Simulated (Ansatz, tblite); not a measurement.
Isomers of As4P (doublet), found by a short tight-binding search and relaxed with B3LYP-D4/def2-SVP in Ansatz.

The xTB rows come from tblite. HSE06 is defined as in plane-wave codes, on full-range PBE exchange.

Run but left out: HF/def2-TZVP, MP2/def2-TZVP (B: ⟨S²⟩ 1.39, where a pure state has 0.75).

Other spin states were run for one of them alone.

A:

```xyz
5

P     0.6829   -1.3215    0.4880
As   -0.5990    1.2724   -0.8952
As   -1.4057   -0.2281    0.9580
As    0.6258   -0.6840   -1.7915
As    0.6960    0.9613    1.2407
```

B:

```xyz
5

P    -1.403   -0.777    0.945
As    0.595    0.428    1.447
As    0.580    1.278   -0.897
As    1.724   -0.823   -0.354
As   -1.497   -0.106   -1.142
```

C:

```tsv
atom	x (Å)	y (Å)	z (Å)
P1	-0.801	0.966	-1.074
As2	-0.015	-1.224	-1.230
As3	0.717	0.130	1.930
As4	-1.369	-0.485	0.751
As5	1.468	0.613	-0.376
```

Task: Estimate which lies lowest at each level, and how far above it the others are (kcal/mol).

Result: 
| level | A | B | C |
| --- | --- | --- | --- |
| GFN1-xTB | 1.1 | 20.4 | 0.0 |
| GFN2-xTB | 1.8 | 15.8 | 0.0 |
| PBE-D4/def2-TZVP | 0.6 | 15.0 | 0.0 |
| BLYP-D4/def2-TZVP | 0.6 | 11.4 | 0.0 |
| r2SCAN-D4/def2-TZVP | 0.8 | 15.7 | 0.0 |
| PBE0-D4/def2-TZVP | 0.5 | 16.7 | 0.0 |
| HSE06-D4/def2-TZVP | 0.5 | 16.6 | 0.0 |
Point groups (tolerance 0.1 Å): A Cs, B not assigned, C Cs. Lower isomers may exist.
